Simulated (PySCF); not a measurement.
## Heteronuclear NMR

Mapped SMILES: `[CH2:1]=[CH:2]/[CH:3]=[C:4](\[F:5])[Si@@H:6]([CH3:7])[PH2:8]` (H(Xn): hydrogen on atom n). Ha(C1) is cis to C3; Hb(C1) is trans to C3.

[PySCF 2.14: geometry: GFN2-xTB; shielding tensors at PBE0/pcSseg-1 (GIAO); one averaged value for each set of equivalent atoms; non-relativistic Hamiltonian; one computed conformer; no solvent model]

Question: Predict the ¹⁹F NMR data.

Answer: 
```csv
atoms,environment,σ (ppm),δ (ppm)
F5,vinylic fluorine,283.7,-110.0
```

Shieldings were converted by a linear fit to measured shifts: ¹⁹F: δ = 146.13 − 0.903σ +14.6 on sp3 carbon (rms 6.0 ppm, 223 shifts, 7.0 ppm with the 5 outliers that the fit left out vs CFCl3, solution or neat liquid). A few per cent of atoms miss by over 2 rms, more outside the fitted compound classes.

On a 600 MHz spectrometer ¹⁹F resonates near 564.6 MHz, so 1 ppm is 564.6 Hz.

Question: Predict the ³¹P NMR data.

Answer: 
```json
{"atoms": "P8", "environment": "phosphorus bonded to Si, 2 H", "σ (ppm)": "610.3", "δ (ppm)": "-235.5"}
```

Shieldings were converted by a linear fit to measured shifts: ³¹P: δ = 270.09 − 0.828σ (rms 18.1 ppm, 64 shifts vs H3PO4, solution or neat liquid). Occasional misses reach two or three times the rms, and more in compound classes unlike the fitted ones.

On a 500 MHz spectrometer ³¹P resonates near 202.4 MHz, so 1 ppm is 202.4 Hz.

Question: Predict the ²⁹Si NMR data.

Answer: 
```csv
atoms,environment,σ (ppm),δ (ppm)
Si6,"silicon bonded to 2 C, P, H",378.5,-31.1
```

Shieldings were converted by a linear fit to measured shifts: ²⁹Si: δ = 279.94 − 0.822σ (rms 8.9 ppm, 72 shifts, 25.8 ppm with the 6 outliers that the fit left out vs TMS, solution or neat liquid). Occasional misses reach two or three times the rms, and more in compound classes unlike the fitted ones.

On a 600 MHz spectrometer ²⁹Si resonates near 119.2 MHz, so 1 ppm is 119.2 Hz.
